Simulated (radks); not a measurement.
Species: Tc24+. Configuration: [Ar] 3d1.

All-electron calculation, Dirac Kohn-Sham, OLYP, spin-unpolarised, spherical densities, finite nucleus; open shells fill j = l - 1/2 first; Fermi nuclear charge, rms radius 4.4112 fm. Program: a radial shooting solver on a logarithmic mesh with Libxc functionals.

Energy parts (eV):
total: -106871.394
kinetic: 111422.448
electron-nucleus: -237974.532
Hartree: 22287.402
exchange-correlation: -2606.712

Orbitals (lengths in bohr, moments of r in powers of bohr; <r^-3> diverges for s and p1/2):
| orbital | occ. | eigenvalue (eV) | <r^-3> | small-component weight |
|---|---|---|---|---|
| 1s1/2 | 2 | -21882.74 | - | 2.46e-02 |
| 2s1/2 | 2 | -3991.935 | - | 5.15e-03 |
| 2p1/2 | 2 | -3767.589 | - | 5.13e-03 |
| 2p3/2 | 4 | -3647.972 | 2625 | 4.97e-03 |
| 3s1/2 | 2 | -1371.631 | - | 1.72e-03 |
| 3p1/2 | 2 | -1289.571 | - | 1.67e-03 |
| 3p3/2 | 4 | -1263.708 | 576.7 | 1.63e-03 |
| 3d3/2 | 1 | -1134.386 | 92.47 | 1.53e-03 |
| 3d5/2 | 0 | -1128.710 | 88.17 | 1.52e-03 |
| 4s1/2 | 0 | -679.4031 | - | 7.42e-04 |
| 4p1/2 | 0 | -646.1706 | - | 7.21e-04 |
| 4p3/2 | 0 | -637.8154 | 187.3 | 7.08e-04 |
| 4d3/2 | 0 | -586.8932 | 30.27 | 6.65e-04 |
| 4d5/2 | 0 | -585.0260 | 28.77 | 6.61e-04 |
| 4f5/2 | 0 | -537.0443 | 7.576 | 5.93e-04 |
| 4f7/2 | 0 | -536.4913 | 7.501 | 5.92e-04 |

The highest occupied level is 3d3/2 at -1134.4 eV. For comparison, the ionisation energy in NIST's Atomic Spectra Database is 1166 eV (theoretical). In exact Kohn-Sham theory the highest level is minus the ionisation energy, but local and semilocal functionals leave it too shallow, through self-interaction and a potential that decays too fast; potentials with the right tail come closer.

Run on one thread of a shared host, so times are rough (Intel(R) Xeon(R) Platinum 8488C): 0.07 s of CPU time, 0.07 s wall, 13 iterations on 2189 mesh points.

Beside tabulated values, note that spin-unpolarised runs miss the spin-polarisation part of the exchange energy of open shells.
